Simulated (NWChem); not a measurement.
System: C2H5ClOSi; SMILES [Si@H](C)(C=O)Cl

The following NWChem deck was run.

```
start job
memory heap 200 mb stack 900 mb global 1100 mb
geometry units angstroms
  C      1.708562    -1.035576    -0.670952
  Si     0.287886     0.197741    -0.409913
  Cl     0.422227     1.048926     1.420293
  C     -1.369494    -0.787108    -0.418141
  O     -1.978134    -1.066168    -1.418121
  H      1.734457    -1.786993     0.115708
  H      1.608527    -1.554523    -1.619848
  H      2.670100    -0.528847    -0.669618
  H      0.240810     1.229732    -1.439841
  H     -1.767646    -1.120967     0.566612
end
basis spherical
  * library def2-svp
end
dft
  xc pbe0
  iterations 150
end
driver
  maxiter 120
end
task dft optimize
task dft freq
```

NWChem printed, in part:

```
             Northwest Computational Chemistry Package (NWChem) 7.3.0
             --------------------------------------------------------

 C1  symmetry detected

                             Geometry "geometry" -> ""
                             -------------------------

 Output coordinates in angstroms (scale by  1.889725989 to convert to a.u.)

  No.       Tag          Charge          X              Y              Z
 ---- ---------------- ---------- -------------- -------------- --------------
    1 C                    6.0000     2.01849233    -0.04213060    -0.31201147
    2 Si                  14.0000     0.26937230    -0.03806270     0.42832294
    3 Cl                  17.0000    -0.71943399    -1.72407406    -0.09306485
    4 C                    6.0000    -0.71247449     1.42052066    -0.36250902
    5 O                    8.0000    -0.68309952     2.55024756     0.05117126
    6 H                    1.0000     1.99440428    -0.17057499    -1.39231413
    7 H                    1.0000     2.53586562     0.88947870    -0.10190292
    8 H                    1.0000     2.61427824    -0.85269416     0.09951892
    9 H                    1.0000     0.27165890     0.11266093     1.87927105
   10 H                    1.0000    -1.32835236     1.19094549    -1.26123868

 Effective nuclear repulsion energy (a.u.)     270.7515846085

                                Z-matrix (autoz)
                                --------

 Units are Angstrom for bonds and degrees for angles

      Type          Name      I     J     K     L     M      Value
      ----------- --------  ----- ----- ----- ----- ----- ----------
    1 Stretch                  1     2                       1.89935
    2 Stretch                  1     6                       1.08818
    3 Stretch                  1     7                       1.08615
    4 Stretch                  1     8                       1.08689
    5 Stretch                  2     3                       2.02292
    6 Stretch                  2     4                       1.92793
    7 Stretch                  2     9                       1.45876
    8 Stretch                  4     5                       1.20344
    9 Stretch                  4    10                       1.11343
   10 Bend                     1     2     3               110.35838
   11 Bend                     1     2     4               108.10302
   12 Bend                     1     2     9               112.73528
   13 Bend                     2     1     6               111.52021
   14 Bend                     2     1     7               111.18764
   15 Bend                     2     1     8               111.02730
   16 Bend                     2     4     5               123.83320
   17 Bend                     2     4    10               117.18127
   18 Bend                     3     2     4               106.01532
   19 Bend                     3     2     9               110.07448
   20 Bend                     4     2     9               109.30705
   21 Bend                     5     4    10               118.98117
   22 Bend                     6     1     7               107.68778
   23 Bend                     6     1     8               107.45746
   24 Bend                     7     1     8               107.77646
   25 Torsion                  1     2     4     5         -85.67907
   26 Torsion                  1     2     4    10          93.55167
   27 Torsion                  3     2     1     6          55.60500
   28 Torsion                  3     2     1     7         175.81188
   29 Torsion                  3     2     1     8         -64.20096
   30 Torsion                  3     2     4     5         155.98618
   31 Torsion                  3     2     4    10         -24.78308
   32 Torsion                  4     2     1     6         -59.92020
   33 Torsion                  4     2     1     7          60.28668
   34 Torsion                  4     2     1     8        -179.72615
   35 Torsion                  5     4     2     9          37.37004
   36 Torsion                  6     1     2     9         179.13985
   37 Torsion                  7     1     2     9         -60.65327
   38 Torsion                  8     1     2     9          59.33389
   39 Torsion                  9     2     4    10        -143.39921

                           NWChem Geometry Optimization
                           ----------------------------

 maximum gradient threshold         (gmax) =   0.000450
 rms gradient threshold             (grms) =   0.000300
 maximum cartesian step threshold   (xmax) =   0.001800
 rms cartesian step threshold       (xrms) =   0.001200
 fixed trust radius                (trust) =   0.300000
 source of zmatrix                         =   autoz

          -------------------
          Energy Minimization
          -------------------

 Using diagonal initial Hessian
 Scaling for Hessian diagonals: bonds = 1.00  angles = 0.25  torsions = 0.10

          --------
          Step   0

                                 NWChem DFT Module
                                 -----------------

 Summary of "ao basis" -> "ao basis" (spherical)
 ------------------------------------------------------------------------------
       Tag                 Description            Shells   Functions and Types
 ---------------- ------------------------------  ------  ---------------------
 C                          def2-svp                 6       14   3s2p1d
 Si                         def2-svp                 8       18   4s3p1d
 Cl                         def2-svp                 8       18   4s3p1d
 O                          def2-svp                 6       14   3s2p1d
 H                          def2-svp                 3        5   2s1p

            General Information
            -------------------
          SCF calculation type: DFT
          Wavefunction type:  closed shell.
          No. of atoms     :    10
          No. of electrons :    56
           Alpha electrons :    28
            Beta electrons :    28
          Charge           :     0
          Spin multiplicity:     1
          Use of symmetry is: off; symmetry adaption is: off
          Maximum number of iterations: 150
          AO basis - number of functions:   103
                     number of shells:    49
          Convergence on energy requested:  1.00D-06
          Convergence on density requested:  1.00D-05
          Convergence on gradient requested:  5.00D-04

              XC Information
              --------------
                         PBE0 Method XC Functional
                     Hartree-Fock (Exact) Exchange  0.250
          PerdewBurkeErnzerhof Exchange Functional  0.750
            Perdew 1991 LDA Correlation Functional  1.000 local
           PerdewBurkeErnz. Correlation Functional  1.000 non-local

             Grid Information
             ----------------
          Grid used for XC integration:  medium
          Radial quadrature: Mura-Knowles
          Angular quadrature: Lebedev.
          Tag              B.-S. Rad. Rad. Pts. Rad. Cut. Ang. Pts.
          ---              ---------- --------- --------- ---------
          C                   0.70       49          11.0       434
          Si                  1.10       88           8.0       590
          Cl                  1.00       88          11.0       590
          O                   0.60       49          12.0       434
          H                   0.35       45          12.0       434
          Grid pruning is: on
          Number of quadrature shells:   548
          Spatial weights used:  Erf1

      Superposition of Atomic Density Guess
      -------------------------------------

 Sum of atomic energies:        -900.49923350

      Non-variational initial energy
      ------------------------------

 Total energy =    -902.582071
 1-e energy   =   -1780.578295
 2-e energy   =     607.244639
 HOMO         =      -0.267735
 LUMO         =      -0.060853

[...]

      ----------------------
      Optimization converged
      ----------------------

  Step       Energy      Delta E   Gmax     Grms     Xrms     Xmax
  ---- ---------------- -------- -------- -------- -------- --------
@   23    -903.37397623 -2.0D-07  0.00004  0.00001  0.00061  0.00167
                                     ok       ok       ok       ok

                                Z-matrix (autoz)
                                --------

 Units are Angstrom for bonds and degrees for angles

      Type          Name      I     J     K     L     M      Value     Gradient
      ----------- --------  ----- ----- ----- ----- ----- ---------- ----------
    1 Stretch                  1     2                       1.86120    0.00000
    2 Stretch                  1     6                       1.10019    0.00000
    3 Stretch                  1     7                       1.10167    0.00000
    4 Stretch                  1     8                       1.09974   -0.00000
    5 Stretch                  2     3                       2.07747   -0.00001
    6 Stretch                  2     4                       1.92955    0.00001
    7 Stretch                  2     9                       1.49143   -0.00001
    8 Stretch                  4     5                       1.20706    0.00004
    9 Stretch                  4    10                       1.12574   -0.00001
   10 Bend                     1     2     3               111.78005    0.00000
   11 Bend                     1     2     4               108.73661   -0.00000
   12 Bend                     1     2     9               112.33164    0.00000
   13 Bend                     2     1     6               110.77929    0.00000
   14 Bend                     2     1     7               108.33406   -0.00000
   15 Bend                     2     1     8               111.61621    0.00000
   16 Bend                     2     4     5               118.59903    0.00000
   17 Bend                     2     4    10               120.80690    0.00000
   18 Bend                     3     2     4               108.13732    0.00000
   19 Bend                     3     2     9               107.94895   -0.00000
   20 Bend                     4     2     9               107.74774    0.00000
   21 Bend                     5     4    10               120.59134   -0.00001
   22 Bend                     6     1     7               108.39826   -0.00000
   23 Bend                     6     1     8               108.68666   -0.00000
   24 Bend                     7     1     8               108.95682   -0.00000
   25 Torsion                  1     2     4     5         -43.98790   -0.00000
   26 Torsion                  1     2     4    10         136.60956   -0.00000
   27 Torsion                  3     2     1     6          50.45524    0.00000
   28 Torsion                  3     2     1     7         169.23031   -0.00000
   29 Torsion                  3     2     1     8         -70.80763   -0.00000
   30 Torsion                  3     2     4     5        -165.54878   -0.00000
   31 Torsion                  3     2     4    10          15.04869   -0.00000
   32 Torsion                  4     2     1     6         -68.85351    0.00000
   33 Torsion                  4     2     1     7          49.92155   -0.00000
   34 Torsion                  4     2     1     8         169.88361    0.00000
   35 Torsion                  5     4     2     9          78.00685   -0.00000
   36 Torsion                  6     1     2     9         171.98217    0.00000
   37 Torsion                  7     1     2     9         -69.24277   -0.00000
   38 Torsion                  8     1     2     9          50.71929    0.00000
   39 Torsion                  9     2     4    10        -101.39568    0.00000

                         Geometry "geometry" -> "geometry"
                         ---------------------------------

 Output coordinates in angstroms (scale by  1.889725989 to convert to a.u.)

[...]

 Rotational Constants
 --------------------
 A=   0.158982 cm-1  (  0.228734 K)
 B=   0.064560 cm-1  (  0.092885 K)
 C=   0.049681 cm-1  (  0.071479 K)

 Temperature                      =   298.15K
 frequency scaling parameter      =   1.0000

 Zero-Point correction to Energy  =   41.193 kcal/mol  (  0.065645 au)
 Thermal correction to Energy     =   45.835 kcal/mol  (  0.073043 au)
 Thermal correction to Enthalpy   =   46.427 kcal/mol  (  0.073987 au)

 Total Entropy                    =   86.125 cal/mol-K
   - Translational                =   39.929 cal/mol-K (mol. weight = 107.9798)
   - Rotational                   =   27.538 cal/mol-K (symmetry #  =        1)
   - Vibrational                  =   18.658 cal/mol-K

 Cv (constant volume heat capacity) =   23.689 cal/mol-K
   - Translational                  =    2.979 cal/mol-K
   - Rotational                     =    2.979 cal/mol-K
   - Vibrational                    =   17.731 cal/mol-K

[normal modes left out]

 ----------------------------------------------------------------------------
 Normal Eigenvalue ||           Projected Infra Red Intensities
  Mode   [cm**-1]  || [atomic units] [(debye/angs)**2] [(KM/mol)] [arbitrary]
 ------ ---------- || -------------- ----------------- ---------- -----------
    1       -0.000 ||    0.000066           0.002         0.064       0.023
    2       -0.000 ||    0.000003           0.000         0.003       0.001
    3       -0.000 ||    0.000011           0.000         0.011       0.004
    4       -0.000 ||    0.000160           0.004         0.156       0.055
    5        0.000 ||    0.000068           0.002         0.067       0.024
    6        0.000 ||    0.000189           0.004         0.184       0.065
    7       48.525 ||    0.010250           0.236         9.992       3.544
    8      116.890 ||    0.011073           0.255        10.795       3.828
    9      145.542 ||    0.001068           0.025         1.041       0.369
   10      179.665 ||    0.002074           0.048         2.021       0.717
   11      220.938 ||    0.002993           0.069         2.918       1.035
   12      335.152 ||    0.005852           0.135         5.704       2.023
   13      537.333 ||    0.064601           1.490        62.976      22.334
   14      623.083 ||    0.026428           0.610        25.764       9.137
   15      675.813 ||    0.012015           0.277        11.713       4.154
   16      715.548 ||    0.002983           0.069         2.908       1.031
   17      767.733 ||    0.039600           0.914        38.604      13.690
   18      834.340 ||    0.157663           3.637       153.697      54.507
   19      890.364 ||    0.092207           2.127        89.888      31.878
   20      911.258 ||    0.055652           1.284        54.252      19.240
   21     1260.859 ||    0.028281           0.652        27.570       9.777
   22     1372.489 ||    0.014976           0.346        14.599       5.177
   23     1419.464 ||    0.007557           0.174         7.367       2.612
   24     1425.238 ||    0.004383           0.101         4.273       1.515
   25     1819.637 ||    0.105968           2.445       103.303      36.635
   26     2244.555 ||    0.096111           2.217        93.694      33.227
   27     2864.648 ||    0.125242           2.889       122.093      43.298
   28     3063.852 ||    0.000105           0.002         0.102       0.036
   29     3172.976 ||    0.000137           0.003         0.134       0.048
   30     3182.841 ||    0.000047           0.001         0.046       0.016
 ----------------------------------------------------------------------------
```

Level: PBE0/def2-SVP.
